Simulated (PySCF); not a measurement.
A GIAO shielding run with PySCF 2.14 (density fitting, non-relativistic, gas phase) on `[SiH3]C[SiH]1CC=CC1`, C5H12Si2:

```
$ OMP_NUM_THREADS=1 python probes_run.py task.json out

{"job": {"kind": "nmr", "xc": "PBE0", "basis": "pcSseg-1"}, "charge": 0, "multiplicity": 1}
Si     3.008973    -0.304541    -0.148947
C      1.512645     0.861800    -0.112553
Si    -0.085754     0.136332    -0.839021
C     -1.629333     1.219272    -0.523215
C     -2.520229     0.349006     0.311398
C     -2.113821    -0.865845     0.635167
C     -0.772946    -1.337990     0.158817
H      2.741604    -1.496866     0.658194
H      3.289178    -0.700983    -1.529538
H      4.180938     0.385028     0.402106
H      1.762721     1.767868    -0.663285
H      1.331436     1.173130     0.916690
H      0.078768    -0.181516    -2.267456
H     -1.416219     2.148686     0.008621
H     -2.148280     1.506337    -1.438847
H     -3.475784     0.743986     0.628150
H     -2.712952    -1.536687     1.235603
H     -0.150795    -1.613354     1.012577
H     -0.889952    -2.244410    -0.436760
```

Hardware: 1 thread of an Arm Neoverse V1, shared host. The job also computes population analyses, field gradients, ring-centre shieldings.

Task: How large is the calculation?

Result: 70 electrons, 193 basis functions and 1045 auxiliary functions.

Task: How long does it take, and how much memory does it need?

Result: 34 s of wall time, with 12 SCF cycles and 4 response iterations; peak memory 0.86 GiB. Times on a shared host scatter by some tens of per cent.
